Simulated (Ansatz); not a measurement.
Species: C$_{4}$H$_{9}$N (charge 0, singlet). 
Geometry from a B3LYP-D3(BJ)/def2-TZVP (Ansatz, a quantum-chemistry and plane-wave program) optimisation:
SMILES: NC1CCC1
```xyz
14

C     -1.5398     0.2655     0.2709
C     -0.6234    -0.9815     0.2024
C      0.5971    -0.0373     0.2786
C     -0.3237     1.1240    -0.1576
N      1.7132    -0.3468    -0.6022
H     -1.8557     0.4849     1.2912
H     -2.4165     0.2798    -0.3747
H     -0.6644    -1.4556    -0.7791
H     -0.7297    -1.7420     0.9762
H      0.8911     0.1004     1.3288
H     -0.1838     2.0937     0.3203
H     -0.2801     1.2446    -1.2408
H      2.1797    -1.1960    -0.3002
H      2.4060     0.3942    -0.5721
```
Charge 0, spin multiplicity 1.

Quantity: atomisation energy (electronic, to ground-state atoms); the coupled-cluster value holds the core correlation from cc-pwCVTZ, in eV. Correlated levels leave the core frozen unless marked. Open shells are spin-unrestricted. Spin-orbit coupling is left out. Non-relativistic. CBS(X,Y): correlation extrapolated as X^-3; Hartree-Fock from the larger set.

Level to compare with: CCSD(T)/CBS(aug-cc-pVTZ,aug-cc-pVQZ) plus the core term (Ansatz), 57.29 eV. It is a level with limits of its own, and the differences hold the functionals' basis error too.

Q: Rank these functionals by how close they come to CCSD(T)/CBS(aug-cc-pVTZ,aug-cc-pVQZ), closest first: r2SCAN0/def2-TZVPD (Ansatz); SVWN5/def2-TZVPD (Ansatz); wB97X/def2-TZVPD (Ansatz).

A: wB97X/def2-TZVPD (range-separated hybrid, 57.16 eV, difference -0.13), r2SCAN0/def2-TZVPD (hybrid meta-GGA, 56.43 eV, difference -0.86), SVWN5/def2-TZVPD (LDA, 65.44 eV, difference 8.15)
